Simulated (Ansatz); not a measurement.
(HCd-mu-F)2 (Cd2H2F2), 6 atoms. Hardware: 4 threads of Arm Neoverse V1 on a shared host.

In the def2 sets Cd takes a core potential; there is no spin–orbit coupling.

Task: How many basis functions does each of these Ansatz runs have, and roughly what does it cost? PBE0-D4/def2-SVP, charge 1 doublet at the geometry of the charge 0 singlet, energy with a search over starts; LDA (SPW92)/def2-TZVP, charge 0 singlet, energy, from earlier orbitals; LC-ωPBE/def2-TZVP, charge 0 singlet, energy, from earlier orbitals; r2SCAN-D4/def2-TZVP, charge 1 doublet at the geometry of the charge 0 singlet, energy, from earlier orbitals; revPBE-D4/def2-TZVP, charge 0 singlet, energy, from earlier orbitals; PBE-D4/def2-TZVP, charge 0 singlet, energy, from earlier orbitals; HF/def2-TZVP, charge 0 singlet, energy, from earlier orbitals; PBE0-D4/def2-TZVP, charge 1 doublet, energy, from earlier orbitals; r2SCAN-D4/def2-TZVP, charge 0 triplet at the geometry of the charge 0 singlet, energy, from earlier orbitals; PBE0-D4/def2-TZVP, charge 0 singlet, energy, from earlier orbitals; PBE0-D4/def2-SVP, charge 0 singlet, energy with a search over starts; PBE0-D4/def2-SVP, charge 0 singlet, relaxation, 4 steps.

Result: Other jobs shared the machine, so times can vary by a factor of up to 3. A dash marks memory too small to be measured apart from the calling script's.

| run | functions | fitting or Cholesky vectors | wall time | peak host memory (GiB) |
| --- | --- | --- | --- | --- |
| LDA (SPW92)/def2-TZVP, charge 0 singlet, energy, from earlier orbitals | 154 | 1138 | 0.8 s | – |
| PBE-D4/def2-TZVP, charge 0 singlet, energy, from earlier orbitals | 154 | 1138 | 1.4 s | – |
| HF/def2-TZVP, charge 0 singlet, energy, from earlier orbitals | 154 | 1474 | 1.4 s | – |
| revPBE-D4/def2-TZVP, charge 0 singlet, energy, from earlier orbitals | 154 | 1138 | 1.6 s | – |
| LC-ωPBE/def2-TZVP, charge 0 singlet, energy, from earlier orbitals | 154 | 1138 | 1.8 s | – |
| PBE0-D4/def2-SVP, charge 0 singlet, energy with a search over starts | 100 | 1011 | 1.8 s | – |
| PBE0-D4/def2-TZVP, charge 0 singlet, energy, from earlier orbitals | 154 | 1240 | 2 s | – |
| PBE0-D4/def2-SVP, charge 1 doublet at the geometry of the charge 0 singlet, energy with a search over starts | 100 | 1010 | 3.5 s | – |
| PBE0-D4/def2-TZVP, charge 1 doublet, energy, from earlier orbitals | 154 | 1240 | 3.9 s | – |
| r2SCAN-D4/def2-TZVP, charge 1 doublet at the geometry of the charge 0 singlet, energy, from earlier orbitals | 154 | 1138 | 6.5 s | – |
| PBE0-D4/def2-SVP, charge 0 singlet, relaxation, 4 steps | 100 | 1082 | 9.5 s | – |
| r2SCAN-D4/def2-TZVP, charge 0 triplet at the geometry of the charge 0 singlet, energy, from earlier orbitals | 154 | 1138 | 12 s | – |
